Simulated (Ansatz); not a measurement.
Born–Oppenheimer molecular dynamics of AlF$_{2}$H$_{7}$N$_{2}$O (13 atoms, charge 0, multiplicity 1). It starts from a rough guess of a transition structure, not a stationary point.

All numbers below come from UKS PBE-D4/STO-3G (Ansatz 0.2.0).

| Quantity | Value |
| --- | --- |
| ensemble | NVE (velocity Verlet) |
| time step | 0.5 fs |
| steps asked | 150 |
| starting velocities drawn for | 100 K |
| seed | 288773 |

Frames 5 fs apart, positions in Å, forces in eV/Å.

Velocities at 5.0 fs (Å/ps):

```
Al 2.61 10.45 2.16
F 3.43 -7.70 -4.09
N 0.99 -0.18 1.74
N 0.07 0.37 -3.19
H -0.61 -22.65 -11.67
O -5.22 -3.92 4.18
H 4.84 -26.97 -14.83
F -2.53 -2.61 -1.65
H 2.02 -5.45 8.53
H 16.95 13.27 -2.73
H -14.58 9.31 11.63
H -10.24 6.91 3.42
H -16.99 -0.21 9.79
```

```xyz
13
Properties=species:S:1:pos:R:3:forces:R:3 time_fs=5.0 energy_less_start_eV=-0.357 T=350
Al -0.258 -0.577 0.080 1.31 4.30 1.21
F -0.639 1.028 1.312 0.96 -2.25 -2.30
N -1.464 -0.507 -1.209 -0.80 -0.20 -0.68
N 0.339 -1.983 0.994 0.08 -0.68 0.65
H 1.202 1.684 -0.229 -0.41 0.82 -0.03
O 1.429 0.580 -0.524 -0.48 -1.22 -1.37
H -0.013 1.981 0.876 -0.37 -0.08 0.14
F 0.654 2.736 0.328 0.45 -1.97 -0.46
H -1.999 0.380 -1.494 0.72 -1.13 0.45
H -1.901 -1.337 -1.735 0.60 1.04 0.74
H 1.175 -1.901 1.671 -1.19 -0.05 -0.86
H -0.283 -2.797 1.344 0.84 1.30 -0.49
H 1.808 0.566 -1.576 -1.72 0.12 3.00
13
Properties=species:S:1:pos:R:3:forces:R:3 time_fs=10.0 energy_less_start_eV=-1.207 T=947
Al -0.239 -0.508 0.096 1.23 2.37 0.84
F -0.617 0.975 1.278 0.67 -1.81 -1.88
N -1.456 -0.507 -1.197 1.60 -0.17 1.43
N 0.338 -1.980 0.976 0.01 1.93 -2.20
H 1.152 1.701 -0.259 0.02 0.07 0.36
O 1.394 0.552 -0.499 -2.47 -0.04 4.71
H -0.015 1.901 0.821 -0.30 0.58 0.44
F 0.644 2.709 0.317 0.15 -1.99 -0.56
H -1.972 0.333 -1.436 -0.73 1.06 -0.37
H -1.810 -1.289 -1.746 -0.26 -0.83 -0.41
H 1.050 -1.851 1.695 0.96 0.24 0.92
H -0.297 -2.683 1.330 -1.28 -1.10 0.49
H 1.614 0.560 -1.433 0.40 -0.31 -3.78
13
Properties=species:S:1:pos:R:3:forces:R:3 time_fs=15.0 energy_less_start_eV=-1.800 T=1363
Al -0.210 -0.418 0.119 0.48 -0.60 -0.29
F -0.586 0.900 1.221 -0.15 0.64 -0.01
N -1.432 -0.506 -1.170 -0.18 0.86 -0.02
N 0.336 -1.959 0.938 -0.16 -0.12 0.85
H 1.105 1.734 -0.227 0.37 -1.19 -0.04
O 1.333 0.521 -0.443 -0.33 0.59 -2.93
H -0.081 1.928 0.854 0.18 -0.14 -0.05
F 0.635 2.659 0.299 -0.62 -0.40 0.27
H -2.009 0.358 -1.418 0.46 -1.05 0.06
H -1.738 -1.316 -1.771 0.22 0.53 0.51
H 0.991 -1.776 1.790 -0.86 -0.20 -0.89
H -0.428 -2.628 1.347 0.93 1.20 -0.55
H 1.385 0.497 -1.553 -0.36 -0.12 3.07
13
Properties=species:S:1:pos:R:3:forces:R:3 time_fs=20.0 energy_less_start_eV=-1.478 T=1134
Al -0.178 -0.336 0.139 -0.93 -5.49 -1.38
F -0.559 0.835 1.166 -1.60 3.80 3.21
N -1.402 -0.494 -1.137 0.88 0.12 0.27
N 0.334 -1.931 0.902 0.42 1.06 -1.26
H 1.120 1.581 -0.179 -0.22 1.37 0.20
O 1.267 0.497 -0.407 1.80 -0.58 0.06
H -0.101 1.945 0.875 0.52 -0.10 -0.47
F 0.619 2.600 0.285 -0.45 -0.40 0.45
H -2.027 0.274 -1.417 -0.42 0.50 -0.19
H -1.632 -1.311 -1.735 0.16 -0.14 0.21
H 0.836 -1.719 1.790 0.76 0.26 0.78
H -0.487 -2.421 1.294 -1.24 -0.66 0.20
H 1.080 0.396 -1.374 0.33 0.26 -2.07
13
Properties=species:S:1:pos:R:3:forces:R:3 time_fs=25.0 energy_less_start_eV=-0.656 T=558
Al -0.153 -0.300 0.147 -2.11 -7.29 -1.76
F -0.550 0.817 1.150 -2.34 5.46 4.94
N -1.362 -0.474 -1.101 -0.35 0.74 -0.87
N 0.333 -1.893 0.859 -0.99 -0.66 1.90
H 1.120 1.608 -0.126 0.41 -0.59 -0.83
O 1.225 0.469 -0.384 3.28 1.07 -4.64
H -0.062 1.896 0.838 -0.79 -0.71 0.58
F 0.599 2.541 0.274 0.16 1.86 0.24
H -2.075 0.231 -1.431 0.46 -0.37 0.25
H -1.505 -1.338 -1.660 -0.04 -0.14 0.04
H 0.765 -1.637 1.843 -0.34 -0.31 -1.00
H -0.652 -2.264 1.229 1.37 0.23 -0.47
H 0.896 0.371 -1.419 1.29 0.70 1.61
13
Properties=species:S:1:pos:R:3:forces:R:3 time_fs=30.0 energy_less_start_eV=-0.995 T=794
Al -0.146 -0.324 0.142 -1.58 -2.44 -0.04
F -0.572 0.859 1.193 -2.19 0.87 3.26
N -1.324 -0.448 -1.079 -0.78 -0.85 -1.76
N 0.321 -1.862 0.836 0.59 -1.04 -0.23
H 1.166 1.606 -0.194 -0.41 0.10 0.64
O 1.234 0.454 -0.411 3.64 1.41 -2.32
H -0.105 1.797 0.861 0.88 1.61 -0.61
F 0.580 2.500 0.267 0.15 1.21 0.14
H -2.094 0.161 -1.423 0.06 -0.05 0.07
H -1.378 -1.384 -1.563 -0.35 0.65 0.09
H 0.680 -1.601 1.780 0.64 -0.05 1.10
H -0.651 -2.123 1.102 -1.13 -1.29 0.64
H 0.931 0.488 -1.380 0.48 -0.13 -0.98
13
Properties=species:S:1:pos:R:3:forces:R:3 time_fs=35.0 energy_less_start_eV=-1.382 T=1067
Al -0.152 -0.368 0.136 -0.39 3.78 1.22
F -0.617 0.918 1.275 -0.23 -0.80 0.12
N -1.298 -0.431 -1.083 -0.92 -0.39 -1.72
N 0.311 -1.854 0.824 -0.48 -3.18 2.88
H 1.151 1.569 -0.172 -0.12 -0.12 0.15
O 1.296 0.460 -0.475 1.25 0.51 -2.26
H -0.084 1.884 0.852 -1.06 -1.05 0.93
F 0.565 2.480 0.260 1.30 2.61 -0.85
H -2.110 0.106 -1.402 -0.44 0.42 -0.03
H -1.339 -1.370 -1.496 -0.51 -0.63 -0.71
H 0.675 -1.609 1.827 -0.31 -0.55 -0.86
H -0.716 -2.202 1.073 1.56 -0.16 0.07
H 1.080 0.570 -1.501 0.34 -0.44 1.06
13
Properties=species:S:1:pos:R:3:forces:R:3 time_fs=40.0 energy_less_start_eV=-1.540 T=1178
Al -0.162 -0.384 0.139 0.96 3.73 0.80
F -0.669 0.966 1.362 -0.04 -2.24 -0.65
N -1.290 -0.424 -1.121 -2.43 -0.86 -2.52
N 0.298 -1.893 0.848 0.92 -1.17 0.23
H 1.104 1.538 -0.118 0.37 0.32 -0.93
O 1.378 0.472 -0.558 -0.49 -0.67 0.10
H -0.178 1.879 0.944 0.95 0.86 -0.91
F 0.562 2.486 0.246 -0.46 0.59 0.83
H -2.180 0.109 -1.365 1.00 -0.39 0.48
H -1.409 -1.400 -1.540 -0.12 0.91 0.18
H 0.664 -1.718 1.801 0.81 0.00 1.00
H -0.576 -2.387 1.087 -1.11 -0.94 0.17
H 1.283 0.583 -1.598 -0.35 -0.15 1.22
13
Properties=species:S:1:pos:R:3:forces:R:3 time_fs=45.0 energy_less_start_eV=-1.429 T=1099
Al -0.165 -0.368 0.150 0.08 1.49 0.94
F -0.719 0.989 1.439 1.44 -1.14 -2.48
N -1.311 -0.430 -1.192 1.26 0.30 0.25
N 0.294 -1.958 0.887 -0.08 -0.62 1.27
H 1.135 1.551 -0.247 0.16 -0.10 -0.23
O 1.455 0.476 -0.629 -1.39 -0.06 2.65
H -0.140 1.966 0.910 -0.52 -1.30 0.56
F 0.557 2.504 0.240 0.47 0.53 -0.34
H -2.165 0.116 -1.267 -1.05 0.84 0.04
H -1.518 -1.345 -1.598 -0.19 -1.00 -0.41
H 0.759 -1.851 1.864 -0.42 -0.10 -0.98
H -0.513 -2.667 1.108 0.86 1.31 -0.40
H 1.381 0.572 -1.630 -0.62 -0.15 -0.86
13
Properties=species:S:1:pos:R:3:forces:R:3 time_fs=50.0 energy_less_start_eV=-0.730 T=611
Al -0.166 -0.339 0.169 0.02 -1.40 0.54
F -0.753 0.996 1.487 1.43 -1.70 -2.54
N -1.325 -0.432 -1.266 -0.35 0.99 0.62
N 0.293 -2.025 0.939 0.59 3.27 -1.86
H 1.191 1.579 -0.411 -0.58 0.58 1.13
O 1.512 0.477 -0.668 -2.29 0.02 -1.17
H -0.144 1.858 0.931 0.66 0.80 -0.50
F 0.555 2.525 0.231 -0.06 -1.50 -0.09
H -2.217 0.188 -1.138 1.10 -1.17 -0.33
H -1.654 -1.371 -1.683 0.28 0.95 0.88
H 0.831 -1.999 1.820 0.44 0.09 0.78
H -0.384 -2.783 1.063 -1.21 -0.54 0.03
H 1.338 0.508 -1.752 -0.02 -0.40 2.51
13
Properties=species:S:1:pos:R:3:forces:R:3 time_fs=55.0 energy_less_start_eV=-0.348 T=342
Al -0.167 -0.321 0.193 0.41 -2.40 0.03
F -0.767 0.983 1.501 2.24 -0.75 -3.08
N -1.333 -0.416 -1.327 2.74 1.27 1.46
N 0.298 -2.049 0.968 -0.22 1.83 -0.75
H 1.151 1.669 -0.368 0.37 -1.44 -0.34
O 1.536 0.480 -0.699 -2.47 0.99 4.46
H -0.068 1.849 0.899 -0.81 -0.13 0.70
F 0.553 2.531 0.221 0.14 -0.58 -0.08
H -2.171 0.119 -1.067 -1.36 0.92 0.19
H -1.750 -1.315 -1.627 0.06 -1.24 0.24
H 0.922 -2.128 1.841 -0.81 0.22 -0.72
H -0.402 -2.871 1.016 0.55 1.29 0.06
H 1.252 0.385 -1.644 -0.84 0.02 -2.19
13
Properties=species:S:1:pos:R:3:forces:R:3 time_fs=60.0 energy_less_start_eV=-0.556 T=489
Al -0.164 -0.324 0.218 0.61 -2.10 0.30
F -0.755 0.960 1.479 1.61 -0.84 -2.13
N -1.312 -0.382 -1.364 -0.94 0.03 1.81
N 0.302 -2.032 0.978 -0.42 3.17 -1.97
H 1.148 1.535 -0.358 -0.46 1.27 -0.09
O 1.520 0.491 -0.689 -3.66 -2.14 -0.64
H -0.108 1.871 0.960 0.34 0.64 -0.68
F 0.552 2.525 0.211 -0.35 -1.77 0.62
H -2.244 0.127 -1.004 1.36 -0.41 -0.56
H -1.778 -1.387 -1.463 1.07 1.00 0.44
H 0.910 -2.211 1.793 0.35 0.33 0.59
H -0.405 -2.785 0.976 -0.66 -0.35 -0.04
H 1.052 0.286 -1.683 1.15 1.19 2.36
```

Of the whole run (75 fs, mean temperature of the second half 860 K): The conserved energy stayed within 0.76 meV per atom of its start (net change -0.29 meV per atom), so the integration is sound. The system heated up, since it started high on the potential surface and ran downhill. A run of 0.075 ps of so small a system gives no equilibrium averages. The orbitals stay closed-shell, which can raise the energy where a bond breaks towards radicals; this wasn't checked here. Limits of this set-up: minimal basis.

Run time: 12 min on 1 CPU thread of a shared host.
